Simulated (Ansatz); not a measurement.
Mulliken charges of C₂H₄BBr (`C=CBBr`) from PBE/def2-TZVPP in Ansatz (PBE0-D4/def2-TZVP geometry).

```tsv
atom	x (Å)	y (Å)	z (Å)	charge (e)
C1	0.233	1.032	-0.788	-0.108
C2	-0.440	0.260	0.072	-0.124
B3	0.176	-1.049	0.563	-0.005
Br4	-0.760	-2.173	1.791	-0.076
H5	-0.161	1.971	-1.165	0.108
H6	1.217	0.741	-1.146	0.099
H7	-1.423	0.584	0.409	0.090
H8	1.250	-1.424	0.207	0.017
```

**Question.** By hand: the dipole of these point charges (1 e Å = 4.8032 D).

**Answer.** Σ q r = (0.083, 0.341, -0.262) e Å, of length 0.438 e Å = 2.10 D.

**Question.** How does the dipole of the full density compare? (An estimate is asked.)

**Answer.** Computed: (0.037, 0.324, -0.226) e Å, 1.91 D; the point charges give 1.10 times that, at 6° from its direction.

Point charges leave out the atoms' own dipoles, such as those of lone pairs, and Mulliken's split depends on the basis, so the close match here is no proof of good charges.
